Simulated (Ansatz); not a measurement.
Relaxation of FH$_{10}$HfN$_{3}$Si (16 atoms, charge 0, multiplicity 1), to a largest force component of 0.03 eV/Å in at most 50 steps.

Computed with RKS PBE/def2-SVP (Ansatz 0.2.0).

```xyz
16
Properties=species:S:1:pos:R:3
Hf -0.561 0.120 -0.605
F 0.209 -1.551 1.985
N 1.290 0.615 0.107
H 1.898 1.402 -0.152
H 1.790 0.026 0.788
N -1.216 1.394 -2.032
H -1.852 1.226 -2.820
H -0.954 2.389 -2.052
N -0.942 -1.843 -1.027
H -1.752 -2.139 -1.588
H -0.434 -2.688 -0.736
Si -2.328 0.541 1.316
H -3.740 0.127 0.938
H -2.070 -0.342 2.560
H -2.471 1.917 1.939
H -0.592 -1.195 2.328
```

Question: Where does it end, and by what steps?

Answer: It converged. After 10 steps the energy has fallen by 0.210 eV; F2 moved furthest, 0.56 Å. Joined: Hf1–F2.

```csv
step,energy less start (eV),largest force component (eV/Å),accepted
0,0.0000,0.889,yes
1,-0.0578,0.613,yes
2,-0.1289,0.410,yes
3,-0.1617,0.521,yes
4,-0.1371,0.838,no
5,-0.1896,0.314,yes
6,-0.1842,0.552,no
7,-0.2024,0.117,yes
8,-0.2073,0.047,yes
9,-0.2073,0.079,yes
10,-0.2100,0.015,yes
```

```xyz
16
Properties=species:S:1:pos:R:3
Hf -0.518 -0.002 -0.501
F -0.092 -1.356 1.561
N 1.318 0.635 0.155
H 1.805 1.478 -0.176
H 1.948 0.137 0.793
N -1.113 1.263 -1.985
H -1.805 1.071 -2.720
H -0.830 2.246 -2.088
N -0.902 -1.921 -1.111
H -1.447 -2.167 -1.948
H -0.544 -2.793 -0.704
Si -2.400 0.588 1.474
H -3.851 0.189 1.302
H -2.016 -0.327 2.681
H -2.424 1.934 2.167
H -0.853 -0.974 2.051
```

The run took 33 s on 4 threads of Arm Neoverse V1, with other jobs on the host, peak memory 0.23 GiB.
